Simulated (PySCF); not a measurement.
A calculated (UHF, PySCF 2.14, jorge-DZP-DKH, scalar relativity by spin-free X2C-1e) atom or ion has these occupied shells.

```
shell  electrons  orbital energy (eV)  rms radius, mean of both spins (bohr)
 1s α          1              -2877.6                                  0.105
 1s β          1              -2876.9                                  0.105
 2s α          1              -303.56                                  0.478
 2s β          1              -302.87                                  0.478
 2p α          3              -233.04                                  0.451
 2p β          3              -231.80                                  0.451
 3s α          1              -43.753                                   1.62
 3s β          1              -36.804                                   1.62
 3p α          3              -26.350                                   1.86
 3p β          1              -23.485                                   1.86
```

Name the element and its charge.

Cl⁺ (chlorine, charge +1), in [Ne] 3s2 3p4, high-spin 3P determinant.
